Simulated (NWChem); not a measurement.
System meant: C6H13O, doublet; SMILES CC(C)CC(C)[O]

The following NWChem deck was run.

```
start job
memory heap 200 mb stack 900 mb global 1100 mb
geometry units angstroms noautoz
  C      0.819014     1.762878    -0.902297
  C      0.205660     1.324666     0.424023
  C     -1.283465     1.650352     0.484597
  C      0.504291    -0.138961     0.757822
  C      0.216876    -1.195544    -0.353676
  C      0.568086    -2.597162     0.137161
  O     -1.090837    -1.074346    -0.686878
  H      0.313866     1.272971    -1.750176
  H      1.892889     1.521850    -0.958142
  H      0.714333     2.849848    -1.041227
  H      0.700303     1.906210     1.224889
  H     -1.837173     1.081165    -0.278547
  H     -1.459853     2.723363     0.308986
  H     -1.710149     1.396866     1.467669
  H     -0.054782    -0.440681     1.659031
  H      1.576370    -0.261189     0.987096
  H      0.869482    -0.919608    -1.212949
  H      1.639911    -2.675121     0.376258
  H     -0.017210    -2.847788     1.034805
  H      0.336016    -3.339273    -0.640670
end
basis spherical
  * library def2-svp
end
dft
  odft
  mult 2
  xc pbe0
  iterations 4
  mulliken
end
task dft energy
```

End of the output:

```
     --------------------------
     Expectation value of S2:
     --------------------------
      <S2> =      0.7533 (Exact =     0.7500)

 center of mass
 --------------
 x =  -0.05469015 y =  -0.04414214 z =  -0.02986430

 moments of inertia (a.u.)
 ------------------
        1105.507510191739           0.000000000000          -0.000000000000
           0.000000000000         425.788459570790           0.000000000000
          -0.000000000000           0.000000000000        1200.438774511451

     Multipole analysis of the density
     ---------------------------------

     L   x y z        total         alpha         beta         nuclear
     -   - - -        -----         -----         ----         -------
     0   0 0 0     -0.000000    -29.000000    -28.000000     57.000000

     1   1 0 0      0.671497      1.119380     -0.447883     -0.000000
     1   0 1 0      0.031410      0.836622     -0.805211     -0.000000
     1   0 0 1      0.339912      0.687807     -0.347895      0.000000

     2   2 0 0    -35.363230   -101.597016    -97.097814    163.331600
     2   1 1 0     -1.143726      2.280280      5.179527     -8.603533
     2   1 0 1     -0.900007      1.559756      4.140250     -6.600013
     2   0 2 0    -32.940524   -302.257888   -298.048721    567.366085
     2   0 1 1     -0.163686      2.461440      5.041065     -7.666190
     2   0 0 2    -33.896341    -73.246871    -70.445750    109.796279

 ------------------------------------------------------------------------
 dft energy failed                                                                                  0
 ------------------------------------------------------------------------
 ------------------------------------------------------------------------
  current input line :
    35: task dft energy
 ------------------------------------------------------------------------
 ------------------------------------------------------------------------
 This type of error is most commonly associated with calculations not reaching convergence criteria
 ------------------------------------------------------------------------
 For more information see the NWChem manual at https://nwchemgit.github.io

0:dft energy failed:Received an Error in Communication
```

**Question.** Find the fault in this run and fix the input.

**Answer.** Convergence was not reached. Cause: the SCF was allowed too few iterations. This input runs:
```
start job
memory heap 200 mb stack 900 mb global 1100 mb
geometry units angstroms noautoz
  C      0.819014     1.762878    -0.902297
  C      0.205660     1.324666     0.424023
  C     -1.283465     1.650352     0.484597
  C      0.504291    -0.138961     0.757822
  C      0.216876    -1.195544    -0.353676
  C      0.568086    -2.597162     0.137161
  O     -1.090837    -1.074346    -0.686878
  H      0.313866     1.272971    -1.750176
  H      1.892889     1.521850    -0.958142
  H      0.714333     2.849848    -1.041227
  H      0.700303     1.906210     1.224889
  H     -1.837173     1.081165    -0.278547
  H     -1.459853     2.723363     0.308986
  H     -1.710149     1.396866     1.467669
  H     -0.054782    -0.440681     1.659031
  H      1.576370    -0.261189     0.987096
  H      0.869482    -0.919608    -1.212949
  H      1.639911    -2.675121     0.376258
  H     -0.017210    -2.847788     1.034805
  H      0.336016    -3.339273    -0.640670
end
basis spherical
  C library def2-svp
  O library def2-svp
  H library def2-svp
end
dft
  odft
  mult 2
  xc pbe0
  iterations 150
  mulliken
end
task dft energy
```
It converges to -311.02883 Ha (PBE0/def2-SVP, spin-unrestricted).
